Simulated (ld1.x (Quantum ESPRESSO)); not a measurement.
**Logarithmic derivatives: Ge (Z = 32), ultrasoft**

ld1.x (Quantum ESPRESSO) 7.5 input, shortened:

```
&input
   title='Ge', zed=32., rel=2, dft='PZ', iswitch=3,
   config='[Ar] 3d10 4s2 4p1', rel_dist='average'
 /
 &inputp
   pseudotype=3, tm=.true., lloc=-2, rcloc=1.25,
   nlcc=.true., rcore=0.70
 /
6
4S  1  0   2.00   0.00  1.40  1.80  0.0
4S  1  0   0.00  -0.95  1.40  1.80  0.0
4P  2  1   1.00   0.00  1.75  2.00  0.0
4P  2  1   0.00   1.00  1.75  2.00  0.0
3D  3  2  10.00   0.00  0.55  0.75  0.0
3D  3  2   0.00  -1.80  0.55  0.75  0.0
 &test
   configts(1)='3d10 4s2 4p1'
 /
```

Open shells are filled in proportion to 2j + 1 (rel_dist='average').

The phase is arctan(r·u′/u) with u = r·R(r), unwrapped; energies in Ry, scanned from -5 to 5 Ry. A pole is an energy at which the radial function vanishes at the test radius. The pseudo phase is shifted by a multiple of π to meet the all-electron one at the reference energy, and phase errors are pseudo minus all-electron; the curves can meet again beyond the range given. Levels narrower than the energy grid can be missing from the lists of poles.

Task: For each channel, where are the poles, and over which energies does the pseudopotential scatter like the atom?

Result:

```csv
channel,radius (bohr),reference energy (Ry),"poles, all-electron","poles, pseudo",unbroken range about the reference energy with phases within 0.05 rad,phase error 1 Ry above the reference energy (rad)
s,2.21,-1.48,0.40,0.40,the whole range,+0.000
p1/2,2.21,-0.86,1.70,1.71,the whole range,-0.000
p3/2,2.21,-0.84,1.80,1.81,the whole range,-0.000
d3/2,2.21,-2.86,"-2.81, 4.16","-2.81, 4.16",the whole range,+0.000
d5/2,2.21,-2.82,"-2.76, 4.18","-2.76, 4.19",the whole range,+0.000
```

Phases in the s channel:

```csv
E (Ry),all-electron,pseudo
-5.00,1.300,1.299
-4.74,1.286,1.285
-4.48,1.269,1.269
-4.22,1.250,1.249
-3.96,1.226,1.226
-3.70,1.196,1.196
-3.44,1.159,1.158
-3.18,1.109,1.108
-2.92,1.039,1.039
-2.66,0.937,0.936
-2.40,0.773,0.773
-2.14,0.493,0.492
-1.88,0.024,0.024
-1.62,-0.534,-0.534
-1.36,-0.934,-0.934
-1.10,-1.166,-1.166
-0.84,-1.305,-1.305
-0.58,-1.396,-1.396
-0.32,-1.460,-1.460
-0.06,-1.508,-1.508
0.20,-1.546,-1.546
0.46,-1.578,-1.578
0.72,-1.606,-1.605
0.98,-1.631,-1.630
1.24,-1.653,-1.653
1.50,-1.676,-1.675
1.76,-1.698,-1.697
2.02,-1.720,-1.719
2.28,-1.743,-1.742
2.54,-1.769,-1.767
2.80,-1.797,-1.795
3.06,-1.829,-1.827
3.32,-1.868,-1.864
3.58,-1.915,-1.910
3.84,-1.974,-1.968
4.10,-2.054,-2.045
4.36,-2.164,-2.153
4.62,-2.325,-2.312
4.88,-2.571,-2.558
```
